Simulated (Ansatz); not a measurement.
```yaml
crystal:
  periodic: [false, false, false]
  atoms:
    - {symbol: O, position_ang: [0.602838, 1.346212, 2.199138]}
    - {symbol: Sn, position_ang: [-0.619662, -0.452487, -2.909515]}
    - {symbol: Sn, position_ang: [2.346417, 0.060904, 1.736546]}
    - {symbol: Sn, position_ang: [-1.266967, 1.405464, -0.745848]}
    - {symbol: Sn, position_ang: [0.615748, -1.464052, -0.233748]}
    - {symbol: Sn, position_ang: [1.899588, 1.019550, -1.431009]}
    - {symbol: Sn, position_ang: [0.681132, 2.952247, 0.770767]}
    - {symbol: Sn, position_ang: [-0.562598, -0.492436, 2.446424]}
    - {symbol: Sn, position_ang: [-2.593963, -1.135845, -0.124306]}
    - {symbol: Sn, position_ang: [-1.102513, -3.239576, -1.708438]}
basis:
  gaussian: {orbitals: def2-TZVP, initial_orbitals: start.molden}
hamiltonian: {xc: pbe0, dispersion: d4}
scf: {omitted_lower_state_checks: [starts]}
output: {orbitals: {seedname: orbitals}}
```

The file start.molden holds the orbitals of an earlier run on this structure, at another level or in another basis.

```sh
$ ansatz run in.yaml --threads 4 --pin off --events-out ev --progress --plain --max-ram 6963MiB
```

(1) Does this run fit into the memory that it is given?

Results:

(1) No. It has 481 basis functions, and Ansatz plans for 9 GiB where 7 GiB are given.
